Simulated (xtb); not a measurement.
xtb input (GFN2-xTB):

```bash
xtb mol.xyz --gfn 2 --ohess tight --chrg 1 --uhf 0
```
mol.xyz:
```
12

C      1.23210190     0.73795870    -0.67140392
Si    -0.27667567     0.03163028     0.17830736
O     -0.65742733    -1.45205958    -0.50927123
O     -1.53711634     0.99241577     0.05822960
O      0.00036671    -0.20550494     1.77111964
H      1.09680440     1.02483037    -1.69288100
H      1.54633683     1.69736353    -0.16081860
H      2.12108854     0.04490971    -0.61055081
H     -1.17431071    -1.43544663    -1.26779754
H     -1.66088067     1.69018058     0.66006547
H      0.40693859    -1.02182633     2.09059895
H     -0.96304454    -2.05353626     0.25249671
```

Output:

```
           -------------------------------------------------
          |                Calculation Setup                |
           -------------------------------------------------

           -------------------------------------------------
          |                 G F N 2 - x T B                 |
           -------------------------------------------------

        Reference                      10.1021/acs.jctc.8b01176
      * Hamiltonian:
        H0-scaling (s, p, d)           1.850000    2.230000    2.230000
        zeta-weighting                 0.500000
      * Dispersion:
        s8                             2.700000
        a1                             0.520000
        a2                             5.000000
        s9                             5.000000
      * Repulsion:
        kExp                           1.500000    1.000000
        rExp                           1.000000
      * Coulomb:
        alpha                          2.000000
        third order                    shell-resolved
        anisotropic                    true
        a3                             3.000000
        a5                             4.000000
        cn-shift                       1.200000
        cn-exp                         4.000000
        max-rad                        5.000000

          ...................................................
          :                      SETUP                      :
          :.................................................:
          :  # basis functions                  33          :
          :  # atomic orbitals                  32          :
          :  # shells                           18          :
          :  # electrons                        32          :
          :  max. iterations                   250          :
          :  Hamiltonian                  GFN2-xTB          :
          :  restarted?                      false          :
          :  GBSA solvation                  false          :
          :  PC potential                    false          :
          :  electronic temp.          300.0000000     K    :
          :  accuracy                    1.0000000          :
          :  -> integral cutoff          0.2500000E+02      :
          :  -> integral neglect         0.1000000E-07      :
          :  -> SCF convergence          0.1000000E-05 Eh   :
          :  -> wf. convergence          0.1000000E-03 e    :
          :  Broyden damping             0.4000000          :
          :  net charge                          1          :
          :  unpaired electrons                  0          :
          ...................................................

 iter      E             dE          RMSdq      gap      omega  full diag
   1    -19.3757325 -0.193757E+02  0.565E+00    9.40       0.0  T
   2    -19.4552838 -0.795513E-01  0.486E+00    7.54       1.0  T
   3    -19.4645608 -0.927700E-02  0.359E+00    7.67       1.0  T
   4    -19.4491892  0.153716E-01  0.210E+00    6.90       1.0  T
   5    -19.4656701 -0.164809E-01  0.640E-01    7.47       1.0  T
   6    -19.4680600 -0.238992E-02  0.263E-01    7.36       1.0  T
[...]
   Z      Z             #   av. dist./Å        max./Å        min./Å
   1 H    6 C           3     1.0872875     1.0875016     1.0870309
   1 H    8 O           4     0.9620043     0.9698223     0.9548656
   6 C   14 Si          1     1.8724948     1.8724948     1.8724948
   8 O   14 Si          2     1.5934812     1.5943106     1.5926518

           -------------------------------------------------
          |               Frequency Printout                |
           -------------------------------------------------
 projected vibrational frequencies (cm⁻¹)
eigval :       -0.00     0.00     0.00     0.00     0.00     0.00
eigval :      100.30   117.10   164.64   171.23   218.71   235.45
eigval :      270.04   284.81   320.92   369.72   566.51   628.34
eigval :      705.13   726.14   750.37   837.41   839.83   996.70
eigval :     1058.14  1388.95  1404.29  1432.92  1441.90  3034.60
eigval :     3039.28  3046.54  3420.64  3454.48  3627.27  3636.99
 reduced masses (amu)
   1: 17.52   2: 15.65   3: 14.49   4: 12.80   5: 17.27   6: 13.44   7:  1.94   8:  2.67
   9:  9.60  10: 12.89  11: 14.82  12:  9.33  13: 15.62  14: 17.13  15:  6.96  16:  6.97
  17:  4.24  18:  2.98  19:  5.06  20:  4.45  21: 10.03  22:  4.11  23:  3.86  24: 19.72
  25: 20.73  26:  3.10  27:  2.22  28:  1.56  29:  1.55  30:  1.89  31:  1.95  32:  1.39
  33:  2.03  34:  1.66  35:  1.90  36:  1.90
 IR intensities (km·mol⁻¹)
   1:  5.85   2:  3.11   3:  7.84   4:  4.29   5:  7.68   6:  4.69   7: 10.50   8: 31.36
   9: 25.09  10: 18.12  11: 16.18  12: 82.91  13: 22.25  14:116.73  15: 22.92  16:206.70
  17:311.26  18: 36.36  19:216.15  20:238.39  21:135.50  22: 99.02  23: 70.05  24:253.81
  25:330.50  26:108.04  27:141.37  28:  2.81  29:  9.95  30:  1.53  31:  1.20  32:  3.83
  33:128.32  34: 89.35  35:158.96  36:125.62
 Raman intensities (Ä⁴*amu⁻¹)
   1:  0.00   2:  0.00   3:  0.00   4:  0.00   5:  0.00   6:  0.00   7:  0.00   8:  0.00
   9:  0.00  10:  0.00  11:  0.00  12:  0.00  13:  0.00  14:  0.00  15:  0.00  16:  0.00
  17:  0.00  18:  0.00  19:  0.00  20:  0.00  21:  0.00  22:  0.00  23:  0.00  24:  0.00
  25:  0.00  26:  0.00  27:  0.00  28:  0.00  29:  0.00  30:  0.00  31:  0.00  32:  0.00
Molecule has no symmetry elements
It seems to be the C1 point group
  33:  0.00  34:  0.00  35:  0.00  36:  0.00
 output can be read by thermo (or use thermo option).
 writing <g98.out> molden fake output.
 recommended (thermochemical) frequency scaling factor: 1.0
           -------------------------------------------------
          |             Thermodynamic Functions             |
           -------------------------------------------------

c1  symmetry found (for desy threshold:  0.10E+00) used in thermo

          ...................................................
          :                      SETUP                      :
          :.................................................:
          :  # frequencies                          30      :
          :  # imaginary freq.                       0      :
          :  linear?                             false      :
          :  only rotor calc.                    false      :
          :  symmetry                               c1      :
          :  rotational number                       1      :
          :  scaling factor                  1.0000000      :
          :  rotor cutoff                   50.0000000 cm⁻¹ :
          :  imag. cutoff                  -20.0000000 cm⁻¹ :
          :.................................................:

    mode    ω/cm⁻¹     T·S(HO)/kcal·mol⁻¹    T·S(FR)/kcal·mol⁻¹   T·S(vib)
   ------------------------------------------------------------------------
       1    100.30    -1.02817 ( 94.18%)    -0.84998 (  5.82%)    -1.01780
       2    117.10    -0.93846 ( 96.78%)    -0.80414 (  3.22%)    -0.93414
       3    164.64    -0.74411 ( 99.16%)    -0.70329 (  0.84%)    -0.74377
       4    171.23    -0.72210 ( 99.28%)    -0.69168 (  0.72%)    -0.72188
       5    218.71    -0.58727 ( 99.73%)    -0.61922 (  0.27%)    -0.58736
       6    235.45    -0.54769 ( 99.80%)    -0.59738 (  0.20%)    -0.54779
       7    270.04    -0.47584 ( 99.88%)    -0.55680 (  0.12%)    -0.47594
       8    284.81    -0.44860 ( 99.91%)    -0.54103 (  0.09%)    -0.44869
   ------------------------------------------------------------------------

   temp. (K)  partition function   enthalpy   heat capacity  entropy
                                   cal/mol     cal/K/mol   cal/K/mol   J/K/mol
 298.15  VIB   161.                 3888.332     24.429     23.094
         ROT  0.133E+06              888.752      2.981     26.427
         INT  0.215E+08             4777.084     27.410     49.521
         TR   0.898E+27             1481.254      4.968     39.552
         TOT                        6258.3378    32.3785    89.0727   372.6802

       T/K    H(0)-H(T)+PV         H(T)/Eh          T*S/Eh         G(T)/Eh
   ------------------------------------------------------------------------
    298.15    0.997330E-02    0.972029E-01    0.423213E-01    0.548816E-01
   ------------------------------------------------------------------------

         :::::::::::::::::::::::::::::::::::::::::::::::::::::
         ::                  THERMODYNAMIC                  ::
         :::::::::::::::::::::::::::::::::::::::::::::::::::::
         :: total free energy         -19.270477000243 Eh   ::
         ::.................................................::
         :: total energy              -19.325358592420 Eh   ::
         :: zero point energy           0.087229612812 Eh   ::
         :: G(RRHO) w/o ZPVE           -0.032348020635 Eh   ::
         :: G(RRHO) contrib.            0.054881592177 Eh   ::
         :::::::::::::::::::::::::::::::::::::::::::::::::::::

optimized geometry written to: xtbopt.xyz

           -------------------------------------------------
          | TOTAL ENERGY              -19.325358592420 Eh   |
          | TOTAL ENTHALPY            -19.228155683436 Eh   |
          | TOTAL FREE ENERGY         -19.270477000243 Eh   |
          | GRADIENT NORM               0.000339942747 Eh/α |
          | HOMO-LUMO GAP               7.101071634548 eV   |
           -------------------------------------------------

------------------------------------------------------------------------
Note: The following floating-point exceptions are signalling: IEEE_UNDERFLOW_FLAG IEEE_DENORMAL
normal termination of xtb
------------------------------------------------------------------------
 total:
 SCF:
 ANC optimizer:
 analytical hessian:
```

It need not be the lowest isomer of its formula.
